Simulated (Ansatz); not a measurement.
Ansatz (a first-principles code) input (CAM-B3LYP/def2-TZVPD):

Ansatz 0.2 input:
```yaml
crystal:
  periodic: [false, false, false]
  atoms:
    - {symbol: O, position_ang: [3.24672011, -0.10669657, -0.21567500]}
    - {symbol: C, position_ang: [2.09962124, -0.08950496, -0.03982740]}
    - {symbol: N, position_ang: [0.92167413, -0.07904389, 0.17570346]}
    - {symbol: Si, position_ang: [-0.73759561, 0.02544178, 0.04315494]}
    - {symbol: F, position_ang: [-1.40022242, -0.23197036, 1.44390868]}
    - {symbol: F, position_ang: [-1.16943161, 1.45194397, -0.45795584]}
    - {symbol: F, position_ang: [-1.28555361, -1.04355975, -0.97147829]}
basis:
  gaussian:
    orbitals: def2-TZVPD
hamiltonian:
  xc: {name: CAM-B3LYP}
total_charge: 1
magnetization: {spin_polarized: true, initial_magnetization: 1}
```

End of the output:

```
integrals: 0.33 GiB planned
1412 factors; their error is unknown
integrals: 0.37 GiB planned
390 factors; integrals over basis functions are off by at most 2.9e-5 eV
0.40 GiB of the device are held for the grids
2.20 GiB of device memory are held for the factors and their scratch space
mean field: 1.94 GiB planned
mean field evaluation 1: about -20588.3615 eV, gradient 6.3e1 eV
mean field evaluation 2: about -20580.3443 eV, gradient 8.5e1 eV
mean field evaluation 4: about -20599.2936 eV, gradient 3.3e0 eV
mean field evaluation 8: about -20599.3507 eV, gradient 3.4e-1 eV
mean field evaluation 16: about -20599.3873 eV, gradient 1.2e-3 eV
mean field evaluation 32: about -20599.3860 eV, gradient 8.1e-2 eV
mean field -20599.38732905 eV, -757.0135215764 hartree, gradient 9.2e-6 eV, S^2 0.778819; 1 other end points of the search recorded, 0 dependent functions left out
reference -20599.38747406 eV, -757.0135269055 hartree; 31, 30 occupied and 246, 247 virtual orbitals, 1412 factors
Total energy: -20599.38747406 eV, -757.0135269055 hartree
```

This state (charge 1, doublet) is run at the relaxed geometry of the species with charge 0 and multiplicity 1.
